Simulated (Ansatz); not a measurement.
Cu₂Te₂, relaxed as a quintet with UKS PBE-D4/def2-SVP in Ansatz, starting from the PBE-D4/def2-SVP geometry of the neutral singlet. Force threshold 0.02 eV/Å.

In the def2 sets Te takes a core potential; there is no spin–orbit coupling. The relaxation made no stability test and no search for a lower SCF solution. At PBE-D4/def2-SVP a triplet of charge 0 lies 2.51 eV below the quintet, each at its own geometry. The structure comes from a short search, and lower isomers may exist.

Start:

Cartesian coordinates in Å:
```
Cu -1.304 0.318 -0.108
Cu 1.145 -0.134 -0.695
Te -0.341 -1.933 0.063
Te 0.500 1.749 0.741
```

| step | energy (eV) | largest force component (eV/Å) | SCF passes |
| --- | --- | --- | --- |
| 1 | -103841.7862 | 1.202 | 48 |
| 2 | -103841.9405 | 0.268 | 31 |
| 3 | -103841.9776 | 0.145 | 22 |
| 4 | -103842.0613 | 0.235 | 32 |
| 5 | -103842.1290 | 0.404 | 85 |
| 6 | -103842.2599 | 0.154 | 41 |
| 7 | -103842.2608 | 0.154 | 28 |
| 8 | -103842.2643 | 0.003 | 23 |

Force components are those of the run's own axes.

End:

| atom | x (Å) | y (Å) | z (Å) |
| --- | --- | --- | --- |
| Cu1 | -1.796 | 0.332 | 0.426 |
| Cu2 | 1.795 | -0.330 | -0.434 |
| Te3 | -0.376 | -1.649 | -0.299 |
| Te4 | 0.377 | 1.647 | 0.307 |

By distances, no bond broke or formed, bridged metal pairs apart. The bond that changes most is Cu2–Te3, from 2.45 to 2.54 Å (atoms count from 1). Metal–metal contacts that move far: Cu1–Cu2 2.56 to 3.75 Å.

No frequencies were taken in this run, so the end may be a saddle point.

Hardware: 4 threads of INTEL XEON PLATINUM 8581C on a shared host. Wall time 13 s.
